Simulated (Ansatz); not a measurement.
Species: CH₃B₂N, SMILES `B=BN=C` (B–B–N–C torsion 35°) (charge 0, multiplicity 1).

Question: Give a relaxed geometry from PBE0-D3(BJ)/def2-TZVP (Ansatz, a program for electronic structure).

Answer: This is not unique; one that fits is the end point of this relaxation, one of several conformers (outside a Z-matrix the atoms follow the SMILES, hydrogens last).
Cartesian coordinates (Å) in one orientation:
```xyz
7

B      2.289    -0.161    -0.258
B      0.816    -0.058     0.081
N     -0.444     0.030     0.372
C     -1.671     0.117     0.655
H      3.432    -0.240    -0.522
H     -2.059     0.985     1.186
H     -2.364    -0.674     0.374
```
